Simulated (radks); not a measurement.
Results of a calculation; reference values are marked as such.
Polarisability of the oxygen ion O4+, [He] 2s2, at imaginary frequency. Code: a radial shooting solver on a logarithmic mesh with Libxc functionals. Model: non-relativistic Kohn-Sham, LB94 model potential, spin-unpolarised, spherical densities, point nucleus. Response by self-consistent Sternheimer equations with the Hartree and adiabatic LDA kernel.

w (hartree)  alpha1(iw) (bohr^3)  alpha2(iw) (bohr^5)
0.00266                    1.233               0.5217
0.0143                     1.233               0.5217
0.0360                     1.230               0.5216
0.0697                     1.219               0.5214
0.118                      1.194               0.5207
0.186                      1.140               0.5193
0.280                      1.041               0.5163
0.413                     0.8853               0.5100
0.605                     0.6813               0.4973
0.892                     0.4685               0.4715
1.35                      0.2912               0.4201
2.12                      0.1660               0.3269
3.59                     0.08309               0.1934
6.94                     0.03183              0.07181
17.5                    0.007497              0.01298

Static values: alpha1 = 1.234 bohr^3 (0.1828 angstrom^3; uncoupled 2.417), alpha2 = 0.5217 bohr^5, alpha3 = 0.7473 bohr^7. C6 = 0.8109, C8 = 2.875, triple-dipole C9 = 0.7143 atomic units. One-pole (London) frequency 4 C6 / (3 alpha1^2) = 0.711 hartree, against 4.089 for minus the highest occupied eigenvalue.
